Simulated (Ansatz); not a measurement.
Reactions of CH2ClFOTe (`OC(F)(Cl)[TeH]`).

Gas-phase electronic energies from Ansatz, PBE0-D4/def2-TZVP geometries. CCSD(T)/CBS adds triple-zeta CCSD(T) − MP2 to the extrapolated MP2 energy (def2 sets, frozen cores). This one scheme is used for every species, atoms too. For atomizations the MP2-based limit and the directly extrapolated one differ by several kJ/mol either way, and by 10 to 25 for some Ge, Se and Sn compounds, so smaller differences from it don't rank the levels. DFT in def2-TZVPP. B3LYP here is the variant with VWN-RPA as its local correlation; programs differ in this. Open shells (•) are unrestricted, without spin–orbit coupling. Spin–orbit coupling would lower the free atoms: a little for C, Cl, F, O; strongly for Te. Elements past krypton have def2 core potentials. For Br, Se, Te outer-core shells are correlated without core-valence functions, so the limit isn't a true one: a few kJ/mol of doubt a bond, and 10 to 20 or more in all where bonds break to atoms. Scalar relativity is left out up to krypton. One conformer a species, not always the lowest.

```csv
reaction,HF/CBS(def2) (kcal/mol),B3LYP-D4 (kcal/mol),ωB97X-V (kcal/mol),ωB97M-V (kcal/mol),CCSD(T)/CBS(def2) (kcal/mol)
`OC(F)(Cl)[TeH]` + `FCCl` → `FC(Cl)[TeH]` + `OC(F)Cl`,-5.3,-3.6,-3.6,-3.5,-3.4
`OC(F)(Cl)[TeH]` + H₂ → `FC(Cl)[TeH]` + H₂O,-21.0,-15.3,-14.8,-14.9,-17.2
`OC(F)(Cl)[TeH]` + PH₃ → `P[TeH]` + `OC(F)Cl`,-29.5,-23.8,-23.6,-23.6,-23.4
`OC(F)(Cl)[TeH]` + HBr → `OC(F)(Br)[TeH]` + HCl,1.4,-0.1,0.5,0.4,-0.3
`OC(F)(Cl)[TeH]` → C• + Cl• + F• + 2 H• + O• + Te•,317.8,520.7,527.1,525.6,528.8
`OC(F)(Cl)[TeH]` + `[NH2][AlH][SiH3]` → `[NH2][AlH][SiH2][TeH]` + `OC(F)Cl`,-36.9,-31.7,-32.1,-32.3,-32.6
`OC(F)(Cl)[TeH]` + `CC[SeH]` → `CC([SeH])[TeH]` + `OC(F)Cl`,-8.7,-6.6,-6.8,-6.9,-8.2
`OC(F)(Cl)[TeH]` + HCl → `OC(F)(Cl)Cl` + H₂Te,-1.2,2.6,1.1,1.2,4.0
`OC(F)(Cl)[TeH]` + H₂ → `OC(F)[TeH]` + HCl,-28.3,-20.9,-20.7,-20.5,-21.0
`OC(F)(Cl)[TeH]` + `CO[SiH3]` → `[SiH3]OC[TeH]` + `OC(F)Cl`,-10.3,-8.5,-8.0,-8.0,-8.3
```

Largest T1 diagnostic: 0.013, for `[NH2][AlH][SiH3]`.
